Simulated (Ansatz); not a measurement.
A nudged elastic band was laid between two geometries of BF3H3N + FH (10 atoms, charge 0, multiplicity 1).

Level of theory: RKS B3LYP-D4/def2-SVP in Ansatz.

| Item | Value |
| --- | --- |
| movable images | 9 |
| climbing image | yes |
| spring | 5.0 eV/Å² |
| optimiser | quadratic models (default) |
| start path | through a guess of the saddle point |
| force threshold | 0.05 eV/Å |
| iteration limit | 60 |
| end points | relaxed |

First end point:

```xyz
10
Properties=species:S:1:pos:R:3
B 0.085 -0.984 0.239
N -0.873 0.274 -0.248
F 0.570 -1.542 -0.907
F -0.701 -1.795 1.001
H 1.580 1.015 0.275
F 1.101 -0.359 1.000
H -0.260 1.067 -0.503
F 1.435 1.757 -0.300
H -1.434 -0.001 -1.058
H -1.503 0.568 0.502
```

Last end point:

```xyz
10
Properties=species:S:1:pos:R:3
B 0.102 -0.996 0.182
N -0.833 0.251 -0.372
F -0.209 -2.079 -0.582
F -0.186 -1.110 1.510
H 1.566 1.025 0.323
F 1.426 -0.551 -0.040
H -0.386 1.141 -0.096
F 1.208 1.898 0.433
H -0.917 0.223 -1.391
H -1.770 0.198 0.034
```

Problem. What changes between the two ends?

Solution. No bond is made or broken.  The two ends are copies of one structure, up to a mirror image or an exchange of like atoms.

Problem. Give the energies along the band, and the barrier.

Solution. It converged. The highest image is number 5 of 0 to 10, 2.5 kJ/mol above the ends, which have the same energy within 2 meV. A vibrational analysis at the climbing image gives no mode beyond 40i cm⁻¹: the surface is too flat there to confirm a saddle point.

| image | path coordinate (Å) | energy (kJ/mol) |
| --- | --- | --- |
| 0 | 0.00 | 0.0 |
| 1 | 0.23 | 0.3 |
| 2 | 0.46 | 0.9 |
| 3 | 0.68 | 1.6 |
| 4 | 0.91 | 2.2 |
| 5 | 1.14 | 2.5 |
| 6 | 1.37 | 2.3 |
| 7 | 1.61 | 1.7 |
| 8 | 1.85 | 1.0 |
| 9 | 2.08 | 0.3 |
| 10 | 2.32 | 0.0 |

Problem. What is the geometry of the highest image?

Solution. 
```xyz
10
Properties=species:S:1:pos:R:3:forces:R:3
B 0.091 -1.029 0.206 -0.04 -0.01 -0.01
N -0.829 0.258 -0.312 0.03 0.02 0.01
F 0.155 -1.890 -0.850 0.02 0.01 -0.01
F -0.541 -1.516 1.312 0.01 0.02 0.01
H 1.569 1.100 0.307 -0.01 0.03 0.02
F 1.355 -0.478 0.517 0.00 -0.01 0.00
H -0.265 1.126 -0.324 -0.04 -0.04 0.00
F 1.276 1.976 0.077 0.01 -0.03 -0.02
H -1.187 0.068 -1.251 0.01 0.01 -0.01
H -1.624 0.385 0.319 0.01 0.01 0.00
```

Time of the run: 4.1 min on 2 threads of Arm Neoverse V1, on a shared host, peak memory 0.22 GiB.
